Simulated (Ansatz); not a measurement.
`[Cl][SnH2][SeH]` + `C#C` → `C#C[SeH]` + `[Cl][SnH3]`  (formal exchange of groups at the Se–Sn bond)

Gas-phase electronic energies from Ansatz, PBE0-D4/def2-TZVP geometries. CCSD(T)/CBS adds triple-zeta CCSD(T) − MP2 to the extrapolated MP2 energy (def2 sets, frozen cores). This one scheme is used for every species. DFT in def2-TZVPP. HSE06 is defined as in plane-wave codes. Elements past krypton have def2 core potentials. For Se, Sn outer-core shells are correlated without core-valence functions, which leaves a few kJ/mol of doubt a bond. Scalar relativity is left out up to krypton. Each species was taken in one conformer, which may not be the lowest.

`[Cl][SnH2][SeH]`:

```xyz
6

Cl   -0.556    0.222    2.330
Sn    0.531    0.102    0.268
Se   -1.110    0.588   -1.572
H     1.701    1.333    0.267
H     1.125   -1.488    0.169
H    -1.691   -0.757   -1.461
```

`C#C`:

Cartesian coordinates in Å:
```
C 0.410 0.198 0.388
C -0.410 -0.198 -0.388
H 1.139 0.551 1.079
H -1.139 -0.551 -1.079
```

`C#C[SeH]`:

```xyz
5

C     1.013   -0.112   -0.816
C    -0.038   -0.079   -0.231
Se   -1.695   -0.077    0.530
H     1.948   -0.137   -1.324
H    -1.228    0.405    1.840
```

`[Cl][SnH3]`:

Z-matrix (Å, degrees):
```
Sn
Cl 1 2.334
H 1 1.700 2 106.1
H 1 1.700 2 106.1 3 -120.0
H 1 1.700 2 106.1 3 120.0
```

```tsv
level	ΔE (kcal/mol)	difference from CCSD(T)/CBS
HSE06-D4	28.4	-2.7
ωB97X-V	28.0	-3.1
PBE0	27.9	-3.2
LC-ωPBE	27.0	-4.1
HF/def2-SVP	29.6	-1.5
CCSD(T)/def2-SVP	28.3	-2.8
HF/def2-TZVPP	30.2	-0.9
CCSD(T)/def2-TZVPP	27.6	-3.5
SCS-MP2/def2-QZVPP	29.4	-1.7
HF/CBS(def2)	30.4	-0.7
CCSD(T)/CBS	31.1	0
```

Largest T1 diagnostic among the species: 0.013.

Leaving LDA and LC-ωPBE aside and taking each functional with its dispersion term where it has one, the values, not all of them listed here, spread over 4.4 kcal/mol, from B97M-V to BHLYP-D4. LDA lies −1.2 kcal/mol from PBE without D4. From BLYP to BHLYP (50 % exact exchange), in def2-TZVPP and without D4, ΔE moves by +1.5 kcal/mol. At CCSD(T), def2-SVP lies −2.8 kcal/mol from the extrapolated value and def2-TZVPP −3.5 kcal/mol.
